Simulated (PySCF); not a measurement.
H₄S₄Si, SMILES S[Si](S)(S)S.

Geometry: r2SCAN-D4/def2-SVP. Other conformers were not sampled.

Two levels are set side by side: PBE/def2-TZVP (PySCF) and CAM-B3LYP/def2-TZVP (PySCF). Same geometry, gas phase. Differences are taken from unrounded values.

| quantity | CAM-B3LYP |
|---|---|
| orbital gap (eV) | 9.44 |
| highest occupied level (eV) | -8.92 |
| lowest empty level (eV) | 0.52 |
| mean polarisability (bohr³) | 99.4 |

What does PBE give, and how far is it from CAM-B3LYP? (An estimate is asked for; the answer gives what the named calculation found.)


```tsv
quantity	PBE	PBE minus CAM-B3LYP
orbital gap (eV)	4.90	-4.54
highest occupied level (eV)	-6.40	2.52
lowest empty level (eV)	-1.50	-2.02
mean polarisability (bohr³)	104.3	4.9
```

PBE's occupied levels lie high since its potential decays too fast outside the molecule; exact exchange lowers them and widens the gap. Loosely held outer electrons make PBE densities more polarisable. Differences between two approximate levels are no errors against the true value.

Rough cost on one machine, each run with all the roots and properties that it gave: CAM-B3LYP against PBE within a factor of 2.
